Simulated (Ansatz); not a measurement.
Geometry optimisation, RHF/def2-SVP in Ansatz.

input.yaml

```yaml
crystal:
  periodic: [false, false, false]
  atoms:
    - { symbol: B, position_ang: [-0.001077, 0.288071, 0.016938] }
    - { symbol: Cl, position_ang: [-0.002817, 0.594406, 1.815311] }
    - { symbol: Cl, position_ang: [1.518413, 0.288942, -0.836102] }
    - { symbol: Cl, position_ang: [-1.524492, 0.215332, -0.82643] }
    - { symbol: F, position_ang: [0.063627, -2.150517, 0.675212] }
    - { symbol: H, position_ang: [0.066646, -1.965434, 1.565769] }
basis:
  gaussian: { orbitals: def2-SVP }
hamiltonian:
  xc: hf
relax:
  f_tol: 0.03
  max_steps: 50
```

Command:

```bash
$ ansatz run input.yaml --threads 1 --pin off --max-ram 2048MiB --backend cpu --events-out ev --progress --plain --runs-dir out
```

Problem. Where does it end, and by what steps?

Solution. The forces met the threshold. After 7 steps the energy has fallen by 0.089 eV; H6 moved furthest, 0.31 Å.

| step | energy less start (eV) | largest force component (eV/Å) | accepted |
| --- | --- | --- | --- |
| 0 | 0.0000 | 1.036 | yes |
| 1 | -0.0564 | 0.788 | yes |
| 2 | 0.0224 | 1.314 | no |
| 3 | -0.0758 | 0.494 | yes |
| 4 | -0.0876 | 0.338 | yes |
| 5 | -0.0886 | 0.125 | yes |
| 6 | -0.0892 | 0.037 | yes |
| 7 | -0.0893 | 0.028 | yes |

```xyz
6
Properties=species:S:1:pos:R:3
B -0.005 0.454 -0.015
Cl -0.005 0.734 1.723
Cl 1.512 0.403 -0.877
Cl -1.524 0.325 -0.865
F 0.071 -2.390 0.776
H 0.071 -2.254 1.668
```

Whether the end is a true minimum wasn't checked by a vibrational analysis.

Run time: 11 s on 1 thread of Arm Neoverse V2 (shared host), peak memory 0.17 GiB.
